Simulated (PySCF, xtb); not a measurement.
CH7FOSi3, SMILES F[SiH2][C@H]1O[SiH2][SiH2]1. One conformer was computed; it need not be the lowest.

Harmonic wavenumbers (cm⁻¹) from xtb with GFN2-xTB at its own minimum, in rising order: 42, 75, 110, 215, 247, 287, 393, 430, 440, 472, 484, 550, 557, 568, 641, 674, 714, 773, 777, 788, 796, 822, 851, 982, 1064, 1212, 2198, 2213, 2224, 2229, 2311, 2335, 2864.

Task: What does PBE-D3(BJ)/def2-SVP (PySCF) give at its own minimum? (The exact figures need the calculation; the answer reports its results.)

Result: 43, 61, 116, 187, 251, 314, 407, 430, 483, 507, 581, 638, 651, 695, 727, 732, 783, 807, 831, 882, 900, 929, 937, 957, 1023, 1204, 2144, 2152, 2154, 2170, 2178, 2191, 2971. Paired by order, the mean absolute difference is 60 cm⁻¹ and the zero-point energies are 44.8 and 45.8 kcal/mol.
